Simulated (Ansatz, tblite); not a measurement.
Adding an electron: H₂Au₃⁺ (the lowest singlet isomer of a short search). The state is a singlet with charge 1. Geometry: PBE-D4/def2-TZVP. Ansatz, gas phase; energy differences of separate SCF runs; the reduced species was run as a doublet alone.

```xyz
5

Au    0.049   -0.013    0.099
Au   -0.619   -2.555    0.437
Au    0.989    2.456    0.306
H     0.010   -1.602   -0.752
H    -0.430    1.715   -0.090
```

In the def2 sets Au takes a core potential; there is no spin–orbit coupling. The xTB rows come from tblite. The structure comes from a short search, and lower isomers may exist.

```tsv
level	−HOMO (eV)	−LUMO (eV)	vertical EA (eV)	HOMO–LUMO gap (eV)
GFN1-xTB	16.91	15.30	12.31	1.61
GFN2-xTB	15.64	10.84	8.35	4.80
PBE-D4/def2-TZVP	11.79	8.89	6.68	2.90
```

Q: Estimate the rows for r2SCAN-D4/def2-TZVP, PBE0-D4/def2-TZVP.

A: 
```
              level  −HOMO (eV)  −LUMO (eV)  vertical EA (eV)  HOMO–LUMO gap (eV)
r2SCAN-D4/def2-TZVP       11.95        8.63              6.61                3.32
  PBE0-D4/def2-TZVP       12.79        7.81              6.28                4.98
```

 Raw xTB energy differences between charge states are shifted by several eV; the methods need an empirical correction for them.
